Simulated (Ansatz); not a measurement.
Program: Ansatz. Geometries: PBE0-D4/def2-TZVP. ΔE: electronic, gas phase. CBS: MP2 limit from def2 TZ/QZ plus the TZ coupled-cluster correction, frozen cores. This one scheme is used for every species. Each species was taken in one conformer, which may not be the lowest.

Reaction (ligand exchange at the Si–Cl bond): `F[SiH2]Cl` + `O[SiH](O)F` → `O[SiH](F)O[SiH2]F` + HCl

`F[SiH2]Cl`:

Z-matrix (Å, degrees):
```
Si
F 1 1.589
Cl 1 2.036 2 108.8
H 1 1.475 2 108.3 3 -118.2
H 1 1.475 2 108.3 3 118.2
```

`O[SiH](O)F`:

Z-matrix (Å, degrees):
```
Si
O 1 1.619
F 1 1.595 2 111.7
O 1 1.630 2 108.7 3 118.8
H 1 1.469 2 107.5 3 -117.0
H 2 0.959 1 118.7 3 -79.5
H 4 0.958 1 118.6 2 -158.0
```

`O[SiH](F)O[SiH2]F`:

```xyz
10

O     1.494    0.656    1.941
Si    1.265    0.149    0.421
F     1.647    1.296   -0.614
O    -0.293   -0.219    0.159
Si   -1.542   -0.466   -0.846
F    -1.139   -1.571   -1.919
H     0.964    1.371    2.296
H     2.142   -1.004    0.202
H    -1.863    0.775   -1.582
H    -2.676   -0.988   -0.059
```

HCl:

Z-matrix (Å, degrees):
```
Cl
H 1 1.279
```

| species | CCSD/CBS(def2) energy (Eh) |
| --- | --- |
| `F[SiH2]Cl` | -849.94243 |
| `O[SiH](O)F` | -541.17780 |
| `O[SiH](F)O[SiH2]F` | -930.75702 |
| HCl | -460.37334 |

(1) Work out ΔE.

Largest T1 diagnostic among the species: 0.012.

## Answers

(1) ΔE = (-930.75702) + (-460.37334) − (-849.94243) − (-541.17780) = -0.01013 Eh = -26.6 kJ/mol. CCSD(T)/CBS gives -24.9 kJ/mol.

The D4 term adds −4.5 kJ/mol with B3LYP and −2.9 kJ/mol with PBE0; it sums over pairs of atoms, weighted by their polarisabilities, and B3LYP, whose exchange is more repulsive, gets the larger term. In def2-TZVPP, CCSD(T) changes the Hartree–Fock value by +5.6 kJ/mol (the triples alone add +1.8 kJ/mol) and MP2 by +9.3 kJ/mol.

B3LYP here is the variant with VWN-RPA as its local correlation; programs differ in this.
